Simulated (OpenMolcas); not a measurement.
# Re3+: effect of the basis set

* Program: OpenMolcas 26.06
* Method: CASSCF
* Active space: 4 electrons in 10 orbitals (5d 6d)
* State averaging: 2S+1 = 5 even, 5 roots; 2S+1 = 3 even, 45 roots; 2S+1 = 1 even, 50 roots
* Spin-orbit coupling: RASSI with atomic mean-field integrals over the reference wave functions, term energies averaged over their components

A. ANO-R2 [8s6p5d3f1g], X2C, finite nucleus; cost of the order of 2.1 core-minutes
B. ANO-RCC-VTZP [8s7p5d3f2g1h], DKH2, point nucleus; cost of the order of 90 core-seconds
C. ANO-RCC-VQZP [9s8p6d4f3g2h], DKH2, point nucleus; cost roughly 80 core-seconds

Energies in cm⁻¹ above 5d⁴ ⁵D₀, the measured ground level; measured values from the list in Brasseur, Gamrath and Quinet, At. Data Nucl. Data Tables 157, 101636 (2024).

```json
{"Level": "5d⁴ ⁵D₀", "A": "0.0", "B": "0.0", "C": "0.0", "Measured": "0.0"}
{"Level": "5d⁴ ⁵D₁", "A": "2552", "B": "2493", "C": "2587", "Measured": "3084"}
{"Level": "5d⁴ ⁵D₂", "A": "5284", "B": "5184", "C": "5335", "Measured": "5979"}
{"Level": "5d⁴ ⁵D₃", "A": "7808", "B": "7685", "C": "7863", "Measured": "8350"}
{"Level": "5d⁴ ⁵D₄", "A": "10015", "B": "9893", "C": "10064", "Measured": "10121"}
{"Level": "5d⁴ ³P₀(1) [65 %]", "A": "17438", "B": "17432", "C": "17431", "Measured": ""}
{"Level": "5d⁴ ³H₄ [63 %]", "A": "18889", "B": "18892", "C": "18894", "Measured": "16946"}
{"Level": "5d⁴ ³G₃ [61 %]", "A": "22894", "B": "22899", "C": "22915", "Measured": "19817"}
{"Level": "5d⁴ ³H₅", "A": "23009", "B": "22983", "C": "23060", "Measured": "20930"}
{"Level": "5d⁴ ³P₁(1)", "A": "23566", "B": "23541", "C": "23609", "Measured": "19340"}
{"Level": "5d⁴ ³F₂(1)", "A": "24001", "B": "24011", "C": "24022", "Measured": "19851"}
{"Level": "5d⁴ ³H₆", "A": "25019", "B": "24991", "C": "25076", "Measured": "22896"}
{"Level": "5d⁴ ³P₂(1) [59 %]", "A": "29358", "B": "29336", "C": "29423", "Measured": ""}
{"Level": "5d⁴ ³F₃(1) [64 %]", "A": "30546", "B": "30494", "C": "30630", "Measured": "26476"}
{"Level": "5d⁴ ³D₃", "A": "32928", "B": "32924", "C": "32979", "Measured": "28526"}
{"Level": "5d⁴ ³G₅", "A": "33243", "B": "33173", "C": "33354", "Measured": "30052"}
{"Level": "5d⁴ ¹I₆", "A": "35355", "B": "35320", "C": "35465", "Measured": "32396"}
{"Level": "5d⁴ ³D₁", "A": "36339", "B": "36294", "C": "36429", "Measured": "31543"}
{"Level": "5d⁴ ¹G₄(1) [54 %]", "A": "40524", "B": "40468", "C": "40661", "Measured": ""}
{"Level": "5d⁴ ¹S₀(1)", "A": "41842", "B": "41838", "C": "41953", "Measured": "36484"}
{"Level": "5d⁴ ¹F₃ [70 %]", "A": "45522", "B": "45532", "C": "45607", "Measured": "38458"}
{"Level": "5d⁴ ³P₂(2)", "A": "50030", "B": "50114", "C": "50080", "Measured": ""}
{"Level": "5d⁴ ³F₄(2)", "A": "51674", "B": "51760", "C": "51734", "Measured": "44726"}
{"Level": "5d⁴ ³F₂(2) [70 %]", "A": "53377", "B": "53395", "C": "53479", "Measured": ""}
```

Deviations, from unrounded energies. A percentage is the sum of absolute deviations over the sum of measured energies, with the sign that they share, or ± where signs differ.

```csv
Against measurement,Levels,A,B,C
mean absolute deviation (cm-1),18,3200,3200,3300
fine structure of the ground term (%),4,-6.8,-8.3,-6.1
other terms of the ground configuration (%),14,+14.5,+14.5,+14.7
```

A, B, C lie about equally close to measurement. The largest miss of A in the table is 5d⁴ ¹F₃ [70 %], by +7100 cm-1. The ranking rests on the paired levels alone, and a cruder setting can come out closer through cancelling errors.

Among A to C the level of the table that moves most is 5d⁴ ¹G₄(1) [54 %], by 190 cm-1 (lowest in B, highest in C).

Without dynamic correlation excited terms often stand tens of per cent too high (terms of higher spin than the ground term too low), and those without a measured partner can miss by more than the paired ones. Some levels mix across a computed gap that differs much from the measured one, so their mixing is not that of the real levels. Active for correlation alone: 6d; no level in the range computed is led by a configuration that fills it, so any true level of that kind is missing. Measured partners are found by configuration, term and J. A level has none where our copy of the source lacks it or the pairing is in doubt (some pairs that miss far off the trend of their configuration count as doubtful), and it then counts in no deviation. Only configurations of the active space appear. The table leaves out levels that lie high or whose names do not pair safely across all columns.

A share in square brackets marks a mixed level and gives the weight of the term that names it, the lowest over the columns. A number in round brackets counts repeated terms of one configuration in the order of the reference energies.
